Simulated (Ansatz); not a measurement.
The cluster Y₂O₃⁻, relaxed as a doublet with UKS PBE-D4/def2-SVPD in Ansatz, starting from the GFN2-xTB geometry. Force threshold 0.02 eV/Å.

In the def2 sets Y takes a core potential; there is no spin–orbit coupling. The highest occupied level of the charge -1 doublet lies above zero (up to 0.73 eV). The electron is either unbound and held by the finite basis, or the level is raised by self-interaction error. The structure comes from a short search, and lower isomers may exist.

Start:

Cartesian coordinates in Å:
```
Y 1.5955 -0.8709 0.7704
Y 0.1173 1.0217 -1.2589
O 0.4525 2.4245 -0.0374
O -0.8102 -1.7080 0.7461
O -1.3551 -0.8673 -0.2202
```

(1) Estimate the energy that the relaxation releases and the steps that it takes.

(2) Does the start keep its bonding?

(3) Predict the relaxed structure.

Results:

(1) 8.27 eV, in 23 steps; 94 s on 4 threads of Intel Xeon on a shared host. No frequencies were taken in this run, so the end may be a saddle point.

(2) Bonds lost: O4–O5 (atoms count from 1). Bonds formed: Y1–O3, Y2–O4 (atoms count from 1). The end is the same structure that another start reached, the lowest one found.

(3) 
```xyz
5

Y     0.936   -0.647    0.790
Y    -0.936    0.647   -0.790
O     0.828    1.328    0.108
O    -1.114   -0.318    1.058
O     0.286   -1.010   -1.166
```
Bond lengths (bridged metal pairs left out): 6 × O–Y 2.09 Å.
